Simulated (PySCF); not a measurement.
# Polarisability and C₆ of Mo⁺ (molybdenum, charge +1)

[Kr] 4d5, high-spin 6S determinant. Computed with PySCF 2.14 in ANO-RCC-VTZP (7s6p4d2f1g, 68 functions), with scalar relativity by spin-free X2C-1e. Coupled (time-dependent) response in atomic units; α is the mean over directions. The basis has no added diffuse functions, which lowers α and C₆.

| method | mean α (bohr³) | C₆ (like pair) | S(−4) |
| --- | --- | --- | --- |
| r2SCANh | 18.13 | 111.1 | 235.1 |

S(−4) is the Cauchy moment in α(ω) = α(0) + S(−4) ω² + …

α(iu) at r2SCANh:

```json
{"u (hartree)": "0", "α(iu) (bohr³)": "18.13"}
{"u (hartree)": "0.0500", "α(iu) (bohr³)": "17.57"}
{"u (hartree)": "0.100", "α(iu) (bohr³)": "16.18"}
{"u (hartree)": "0.200", "α(iu) (bohr³)": "12.94"}
{"u (hartree)": "0.300", "α(iu) (bohr³)": "10.54"}
{"u (hartree)": "0.500", "α(iu) (bohr³)": "7.847"}
{"u (hartree)": "0.750", "α(iu) (bohr³)": "6.010"}
{"u (hartree)": "1.00", "α(iu) (bohr³)": "4.772"}
{"u (hartree)": "1.50", "α(iu) (bohr³)": "3.149"}
{"u (hartree)": "2.00", "α(iu) (bohr³)": "2.182"}
{"u (hartree)": "3.00", "α(iu) (bohr³)": "1.190"}
{"u (hartree)": "5.00", "α(iu) (bohr³)": "0.5016"}
```

A single London oscillator, α(iu) = α/(1 + u²/ω²), gives C₆ = (3/4) ω α². Matching the computed C₆ needs ω = 4 × 111.1 / (3 × 18.13²) = 0.451 hartree.

For an ion, C₆ is the dispersion term alone; charge-induced terms of lower order in 1/R come first.
